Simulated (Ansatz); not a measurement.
Basis-set series for C2H8BClSi (`CB[SiH](C)Cl`). The species carries charge 0 and has multiplicity 1. All single points use the PBE0-D4/def2-TZVP geometry. It is one conformer, not always the lowest.

| functional | basis | functions | energy (Eh) | HOMO (eV) | LUMO (eV) |
| --- | --- | --- | --- | --- | --- |
| PBE0-D4 | def2-TZVPP | 289 | -855.27267 | -7.67 | -1.96 |
| PBE0-D4 | def2-QZVPP | 551 | -855.30235 | -7.69 | -1.98 |
| ωB97M-V | def2-TZVPP | 289 | -855.56149 | -9.82 | -0.02 |
| ωB97M-V | def2-QZVPP | 551 | -855.58975 | -9.84 | -0.08 |

Task: Give the rows for def2-SVP. (Estimate.)

Result: The calculation gave: 
```
functional     basis  functions  energy (Eh)  HOMO (eV)  LUMO (eV)
   PBE0-D4  def2-SVP        118   -854.89571      -7.60      -1.88
   ωB97M-V  def2-SVP        118   -855.17685      -9.72       0.14
```

Results of the Gaussian-basis code of Ansatz.
